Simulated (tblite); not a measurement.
Input of a run (GFN2-xTB geometry optimisation, gas phase (tblite 0.8.0)), started from a force field or distance geometry:
```
{"job": {"kind": "relax", "xc": "GFN2-xTB", "basis": "xTB"}, "charge": 0, "multiplicity": 1}
C     -2.903900    -0.255700     0.594500
O     -1.545700    -0.560800     0.375500
C     -0.937100     0.306000    -0.570700
C      0.519000    -0.059900    -0.744300
C      1.304900     0.210500     0.547900
F      1.307700     1.560500     0.751300
C      2.745100    -0.267400     0.438000
F      3.334200     0.230500    -0.679600
H     -3.012900     0.760800     0.986600
H     -3.319900    -0.954200     1.336200
H     -3.479900    -0.362500    -0.337500
H     -1.465000     0.188400    -1.532600
H     -1.051300     1.351800    -0.235100
H      0.945500     0.513900    -1.565700
H      0.594800    -1.123100    -0.984500
H      0.829400    -0.248100     1.425000
H      2.797400    -1.358500     0.393900
H      3.329100     0.074000     1.296000
```

Output (eV, eV/Å):
```
step      E/eV     max force
  0    -798.02651    0.714
  1    -798.04767    0.284
  2    -798.05517    0.207
  3    -798.06159    0.170
  4    -798.06425    0.131
  5    -798.06615    0.083
  6    -798.06725    0.067
  7    -798.06799    0.060
  8    -798.06849    0.050
  9    -798.06899    0.065
 10    -798.06949    0.056
 11    -798.07000    0.068
 12    -798.07056    0.062
 13    -798.07119    0.069
 14    -798.07182    0.073
 15    -798.07233    0.054
 16    -798.07271    0.064
 17    -798.07309    0.059
 18    -798.07352    0.064
 19    -798.07396    0.062
 20    -798.07441    0.051
 21    -798.07489    0.048
 22    -798.07540    0.059
 23    -798.07590    0.060
 24    -798.07628    0.051
 25    -798.07653    0.034
 26    -798.07673    0.033
 27    -798.07692    0.039
 28    -798.07710    0.034
 29    -798.07728    0.035
 30    -798.07747    0.034
 31    -798.07766    0.032
 32    -798.07785    0.033
 33    -798.07805    0.032
 34    -798.07829    0.041
 35    -798.07856    0.047
 36    -798.07879    0.035
 37    -798.07893    0.023
 38    -798.07902    0.027
 39    -798.07909    0.024
 40    -798.07917    0.021
 41    -798.07926    0.020
 42    -798.07933    0.015
 43    -798.07938    0.014
 44    -798.07942    0.015
 45    -798.07946    0.016
 46    -798.07951    0.015
 47    -798.07955    0.017
 48    -798.07960    0.018
 49    -798.07966    0.016
 50    -798.07971    0.017
 51    -798.07976    0.017
 52    -798.07979    0.015
 53    -798.07983    0.014
 54    -798.07987    0.021
 55    -798.07994    0.028
 56    -798.08001    0.023
 57    -798.08007    0.017
 58    -798.08012    0.018
 59    -798.08017    0.019
 60    -798.08023    0.020
 61    -798.08028    0.015
 62    -798.08032    0.013
 63    -798.08035    0.016
 64    -798.08040    0.022
 65    -798.08046    0.025
 66    -798.08053    0.018
 67    -798.08058    0.015
 68    -798.08061    0.017
 69    -798.08066    0.017
 70    -798.08071    0.021
 71    -798.08075    0.016
 72    -798.08078    0.012
 73    -798.08081    0.015
 74    -798.08084    0.018
 75    -798.08087    0.022
 76    -798.08090    0.018
 77    -798.08093    0.010
```

Problem. Summarise the run.

Solution. The energy falls by 1.3 kcal/mol over 77 L-BFGS steps, the largest force on an atom goes from 0.71 to 0.010 eV/Å, and the atoms move by 0.114 Å rms after alignment. The bond that changes most is C5–F6 (sp3 C–F carbon to alkyl fluorine), which lengthens by 0.018 Å. Bonds longer at the end by more than 0.005 Å: 4 of 17; shorter: 4. Among the angles that change most is O2–C1–H10, from 109.4° to 106.7°. Among the dihedrals that turn most is F6–C5–C7–H18, from 53° to 38°. The energy never rose by more than 1e-5 eV on the way. The first step brought 39 % of the lowering.

Problem. What are the final bond lengths?

Solution. C1–O2 1.403 Å, O2–C3 1.411 Å, C3–C4 1.524 Å, C4–C5 1.525 Å, C5–F6 1.384 Å, C5–C7 1.527 Å, C7–F8 1.371 Å, C1–H9 1.097 Å, C1–H10 1.088 Å, C1–H11 1.097 Å, C3–H12 1.101 Å, C3–H13 1.100 Å, C4–H14 1.090 Å, C4–H15 1.090 Å, C5–H16 1.097 Å, C7–H17 1.094 Å, C7–H18 1.094 Å. Numbering counts from 1 in the input's order; the species is `COCC[C@H](F)CF`.

Its GFN2-xTB frequencies are all real (lowest 43 cm⁻¹). One conformer, not necessarily the lowest.

All values are computed, not measured.
